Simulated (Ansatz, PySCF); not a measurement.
C₂H₃O₃, SMILES COC([O])=O (connectivity only; charge and spin as stated), charge -1, multiplicity 1.

Coordinates come from a B3LYP-D3(BJ)/def2-SVPD optimisation. The spin state was assumed, not searched. The isomer is the one that the SMILES or the coordinates give; other isomers of the formula were not compared.

Estimates of the vertical detachment energy (IE) of the anion in eV. Rows of orbital energies are one-electron estimates, which approximate functionals can put far too low.

```tsv
level	IE
−ε(HOMO), −ε(LUMO), r2SCAN/def2-SVPD (PySCF)	0.31
−ε(HOMO), −ε(LUMO), PBE/def2-SVPD (PySCF)	?
ΔSCF, CAM-B3LYP/def2-SVPD (Ansatz), final states of multiplicity 2	4.29
ΔSCF, PBE/def2-SVPD (Ansatz), final states of multiplicity 2	3.73
```

Question: Complete the blanks. (Estimate from the structure and the level; the computed values follow.)

Answer: 
- −ε(HOMO), −ε(LUMO), PBE/def2-SVPD (PySCF), IE: 0.01

Question: What vertical singlet–triplet gap does ΔSCF give with CAM-B3LYP/def2-SVPD (Ansatz, an electronic-structure program) and with PBE/def2-SVPD (Ansatz)? (Estimate from the structure and the level; the computed values follow.)

Answer: 5.85 and 5.06 eV (triplet above singlet where positive).
